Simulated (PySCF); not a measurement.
# CrH3: fields on a plane

Level of theory: PySCF, Ur2SCAN, basis Cr def2-TZVP, H def2-TZVP (no relativity, density fitting).

The quartet minimum has Cr–H 1.612 Å (×3); H–Cr–H 105.6° (×3).

The plane holds Cr1 at (0.00, 0.00), H2 at (1.61, 0.00), H3 at (-0.43, 1.55) Å. Columns run from x = -2.55 to 4.05 Å, rows from y = 3.75 (top) to -1.95 Å, in steps of 0.3 Å. Other isomers or separated fragments may lie lower.

**Question.** Give the electron density (e/Å³) (cut at 5 e/Å³). Every second row and column.

**Answer.** 
```
0.00 0.00 0.00 0.00 0.00 0.00 0.00 0.00 0.00 0.00 0.00 0.00
0.00 0.00 0.00 0.00 0.00 0.00 0.00 0.00 0.00 0.00 0.00 0.00
0.00 0.00 0.01 0.04 0.05 0.02 0.00 0.00 0.00 0.00 0.00 0.00
0.00 0.01 0.06 0.34 0.39 0.08 0.02 0.00 0.00 0.00 0.00 0.00
0.00 0.01 0.10 0.78 0.99 0.17 0.04 0.03 0.01 0.00 0.00 0.00
0.00 0.01 0.06 0.39 1.35 0.64 0.20 0.18 0.06 0.01 0.00 0.00
0.00 0.01 0.04 1.10 5.00 5.00 0.74 1.54 0.18 0.02 0.00 0.00
0.00 0.01 0.03 0.57 5.00 2.91 0.45 0.54 0.12 0.02 0.00 0.00
0.00 0.00 0.02 0.09 0.17 0.09 0.07 0.07 0.03 0.01 0.00 0.00
0.00 0.00 0.01 0.02 0.02 0.01 0.01 0.01 0.00 0.00 0.00 0.00
```

**Question.** Give the spin density (e/Å³) (cut at ±0.5 e/Å³). Every second row and column.

**Answer.** 
```
 0.00  0.00  0.00  0.00  0.00  0.00  0.00  0.00  0.00  0.00  0.00  0.00
 0.00  0.00  0.00  0.00  0.00  0.00  0.00  0.00  0.00  0.00  0.00  0.00
 0.00  0.00  0.00 -0.01 -0.01  0.00  0.00  0.00  0.00  0.00  0.00  0.00
 0.00  0.00 -0.01 -0.07 -0.07 -0.01  0.00  0.00  0.00  0.00  0.00  0.00
 0.00  0.00 -0.01 -0.11 -0.09  0.02  0.01  0.00  0.00  0.00  0.00  0.00
 0.00  0.00  0.01  0.07  0.18  0.32  0.04 -0.02 -0.01  0.00  0.00  0.00
 0.00  0.00  0.01  0.20  0.50  0.50  0.03 -0.25 -0.04 -0.01  0.00  0.00
 0.00  0.00  0.02  0.24  0.50  0.50  0.03 -0.09 -0.03  0.00  0.00  0.00
 0.00  0.00  0.01  0.06  0.08  0.03  0.01 -0.01 -0.01  0.00  0.00  0.00
 0.00  0.00  0.00  0.01  0.01  0.00  0.00  0.00  0.00  0.00  0.00  0.00
```

Other spin states or occupations of the open shell can lie lower.
